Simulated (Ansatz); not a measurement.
Cost and result for the atomization energy of `OB(F)Br` (5 atoms, 4 bonds).

| atom | x (Å) | y (Å) | z (Å) |
| --- | --- | --- | --- |
| O1 | -0.525 | -0.419 | 0.864 |
| B2 | 0.278 | 0.270 | 0.043 |
| F3 | 1.130 | 1.130 | 0.554 |
| Br4 | 0.234 | 0.046 | -1.873 |
| H5 | -1.117 | -1.026 | 0.413 |

The species carries charge 0 and has multiplicity 1. Correlated methods include outer-core shells of Br, which these sets cover unevenly. Scalar relativity is left out up to krypton. All single points use the PBE0-D4/def2-TZVP geometry. It is one conformer, not always the lowest. Program: Ansatz. Hardware: A = 2 threads of an AMD EPYC 7R13 on a shared host; B = 2 threads of an AMD EPYC 7R13 on a shared host and a share of an NVIDIA H100 80 GB. Times are those of one run each, without the atoms' runs, and a repeat can differ threefold. Electronic energies, without spin–orbit coupling; frozen cores. CCSD(T)/CBS adds CCSD(T) − MP2 in def2-TZVPP to the MP2 limit, and its time is that of the two runs behind it. T1 = 0.010. With those shells the extrapolation isn't a true limit. B3LYP takes the VWN-RPA correlation (the form of Gaussian; ORCA's B3LYP/G).

CCSD(T)/CBS is a level of theory with its own doubt, some kJ/mol a heavy atom from the limit and from the frozen cores, so smaller differences don't rank the functionals.

| level | functions | wall time | atomization (kcal/mol) | difference from CCSD(T)/CBS | per bond |
| --- | --- | --- | --- | --- | --- |
| PBE-D4/def2-TZVPP (with forces) [A] | 155 | 1.4 s | 509.9 | 14.1 | 3.5 |
| PBE0-D4/def2-TZVPP [A] | 155 | 1.6 s | 495.0 | -0.8 | -0.2 |
| B3LYP-D4/def2-TZVPP (with forces) [A] | 155 | 2.3 s | 491.1 | -4.7 | -1.2 |
| r2SCAN-D4/def2-TZVPP (with forces) [A] | 155 | 2.6 s | 500.6 | 4.8 | 1.2 |
| B2PLYP/def2-TZVPP [A] | 155 | 3 s | 490.5 | -5.3 | -1.3 |
| ωB97X-V/def2-TZVPP [A] | 155 | 3.9 s | 493.2 | -2.6 | -0.6 |
| CCSD(T)/def2-TZVPP [B] | 155 | 4.8 s | 481.6 | -14.2 | -3.5 |
| ωB97M-V/def2-TZVPP (with forces) [A] | 155 | 6.5 s | 495.8 | 0.0 | 0.0 |
| CCSD(T)/def2-QZVPP [B] | 290 | 11 s | 489.6 | -6.2 | -1.5 |
| CCSD(T)/CBS(def2) | – | 16 s | 495.8 | 0.0 | 0.0 |

From PBE to PBE0 (25 % exact exchange), in def2-TZVPP and without D4, the atomization energy moves by −14.5 kcal/mol: exact exchange takes away binding that semilocal exchange gives to molecules. The D4 term adds +3.4 kcal/mol with B3LYP and +1.7 kcal/mol with PBE0; it sums over pairs of atoms, weighted by their polarisabilities, and B3LYP, whose exchange is more repulsive, gets the larger term. In def2-TZVPP, CCSD(T) changes the Hartree–Fock value by +118.3 kcal/mol (the triples alone add +9.3 kcal/mol) and MP2 by +142.2 kcal/mol; breaking electron pairs costs correlation energy, which Hartree–Fock lacks.
